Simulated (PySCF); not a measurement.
B3LYP has the VWN-RPA correlation part, as in Gaussian. 

```xyz
5

F     -0.8695     1.3395    -0.0366
Si    -0.1075    -0.0616     0.0003
Cl     1.9107     0.2835     0.0116
H     -0.4554    -0.8069    -1.2181
H     -0.4782    -0.7545     1.2427
```

Charge 0, multiplicity 1.

Question: Give the Mulliken and meta-Löwdin atomic charges from B3LYP-D3(BJ)/def2-TZVP in PySCF.

Answer: 
```json
[
 {"atom": "F1", "Mulliken (e)": "-0.30", "meta-Löwdin (e)": "-0.50"},
 {"atom": "Si2", "Mulliken (e)": "0.63", "meta-Löwdin (e)": "1.01"},
 {"atom": "Cl3", "Mulliken (e)": "-0.23", "meta-Löwdin (e)": "-0.29"},
 {"atom": "H4", "Mulliken (e)": "-0.05", "meta-Löwdin (e)": "-0.11"},
 {"atom": "H5", "Mulliken (e)": "-0.05", "meta-Löwdin (e)": "-0.11"}
]
```
